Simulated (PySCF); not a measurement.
[MnI3]-: Mn(II) (d5), charge -1. The structure is a model geometry with rigid ligands and bond lengths from ionic radii, not a minimum; coordination trigonal planar, point group D3h, metal–donor distances 2.71 Å.

```
4

Mn    0.000    0.000    0.000
I     2.710    0.000    0.000
I    -1.355    2.347    0.000
I    -1.355   -2.347    0.000
```

Method (PySCF 2.14, density fitting): CASSCF(5,5) with orbitals averaged over all microstates of the shell, strongly contracted NEVPT2 on the averaged canonical orbitals; basis x2c-TZVPall on the metal, x2c-SVPall elsewhere; spin-free X2C; IEF-PCM water; spin-orbit coupling by state interaction with the mean-field operator over all roots.

Task: Which term lies lowest, and with what spin?

Result: 6A1' (S = 5/2, orbital degeneracy 1), orbital occupations from the lowest 1.0 1.0 1.0 1.0 1.0, by NEVPT2.

Task: Which is the lowest state of another spin?

Result: 4A2'' at 26464 cm⁻¹ by NEVPT2; CASSCF alone puts it at 29304 cm⁻¹ above the same ground state.

Task: What ligand-field parameters describe the result?

Result: At CASSCF level (the NEVPT2 levels don't fit a ligand-field model well): orbital energies 0, 469, 470, 3674, 3675 cm⁻¹; B = 1043 cm⁻¹; C = 3882 cm⁻¹; B over its free-ion value at the same level 0.938; rms of the fit 99 cm⁻¹; ζ = 278 cm⁻¹ (free ion 317).

Task: What magnetic behaviour follows?

Result: The ground multiplet follows a spin Hamiltonian with S = 5/2, g = 2.002, 2.002, 2.002, D = -0.50 cm⁻¹, E/|D| = 0.00 (spin-orbit part alone); the lowest levels hold 100 % of the spin-free ground state. μeff is 5.92 μB at 300 K and 5.92 μB at 10 K; the spin-only value is 5.92 μB.

The geometry is a model, and the complex may not exist in this form. Gaps between spin states lean to high spin in this active space.

The job took 52 s on one thread of Intel Xeon Platinum 8259CL @ 2.50GHz (shared host), with 156 basis functions, launched as `OMP_NUM_THREADS=1 python lf_run.py task.json out`.
